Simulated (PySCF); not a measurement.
Species: C5H6OS2.
SMILES: `S(C)c1ccc(s1)O`

Jobs on this species (14 atoms, 76 electrons) with PySCF (density fitting). Hardware of each: Arm Neoverse N1, one thread (shared host). The host was shared with other jobs, so the times are rough. Peak memory is the resident size of the whole Python process, interpreter and libraries included.

| level and settings | work | basis functions | SCF cycles | wall time | peak memory |
| --- | --- | --- | --- | --- | --- |
| PBE0/pcSseg-1 | shieldings, ring-centre shieldings, charges and field gradients | 180 | ? | ? | ? |
| PBE0/def2-SVPD | 6 singlets by full TDDFT, 2 Tamm–Dancoff triplets, polarisability | 225 | 14 | 68 s | 0.88 GiB |
| PBE/IGLO-II, fitting basis def2-universal-jkfit | spin–spin couplings from 11 perturbed nuclei, spin–dipole term left out | 238 | 13 | 59 s | 0.74 GiB |

**Question.** Fill in the missing figures.

**Answer.** 
- PBE0/pcSseg-1; shieldings, ring-centre shieldings, charges and field gradients: 44 s, 0.81 GiB, 14 SCF cycles

**Question.** What do all jobs in the table cost together?

**Answer.** About 2.9 min; the longest takes about 40 % of that, and about 1.5 times as long as the shortest.
